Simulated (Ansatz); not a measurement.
```yaml
crystal:
  periodic: [false, false, false]
  atoms:
    - {symbol: Cl, position_ang: [-2.318700, -1.418130, 1.357156]}
    - {symbol: Si, position_ang: [-1.344973, 0.267495, 0.686118]}
    - {symbol: N, position_ang: [-0.248837, -0.080164, -0.585871]}
    - {symbol: Si, position_ang: [1.453779, -0.251187, -0.475813]}
    - {symbol: Cl, position_ang: [2.448073, 1.443580, -1.091562]}
    - {symbol: H, position_ang: [-2.402049, 1.188305, 0.216501]}
    - {symbol: H, position_ang: [-0.568013, 0.809768, 1.819630]}
    - {symbol: H, position_ang: [-0.652131, -0.197001, -1.505717]}
    - {symbol: H, position_ang: [1.918476, -1.340312, -1.361202]}
    - {symbol: H, position_ang: [1.797574, -0.473655, 0.943660]}
basis:
  gaussian: {orbitals: "6-31++G**", final_grid: {core_spheres: 1, valence_spheres: 1, degree: 5}}
hamiltonian: {xc: {name: wB97M-V}}
```

```sh
$ ansatz run in.yaml --threads 4 --pin off --events-out ev --progress --plain --max-ram 10444MiB
```

Shortened log:

```
Functional definition: wB97M-V
1484 factors; their error is unknown
357 factors; integrals over basis functions are off by at most 1.8e-5 eV
mean field evaluation 1: about -42366.3097 eV, gradient 5.1e1 eV
mean field evaluation 2: about -42365.8755 eV, gradient 5.2e1 eV
mean field evaluation 4: about -42371.4657 eV, gradient 1.5e0 eV
mean field evaluation 8: about -42354.1135 eV, gradient 1.3e0 eV
mean field -42354.11842150 eV, -1556.4851433375 hartree, gradient 8.8e-5 eV, S^2 0.000000; 0 other end points of the search recorded, 0 dependent functions left out
reference -42354.11856485 eV, -1556.4851486056 hartree; 37, 37 occupied and 104, 104 virtual orbitals, 1484 factors
Total energy: -42354.11856485 eV, -1556.4851486056 hartree
```

Q: Something in this input is off. What?

A: The integration grid is far too coarse. The run converged. The result belongs to that input, not to the molecule as meant.
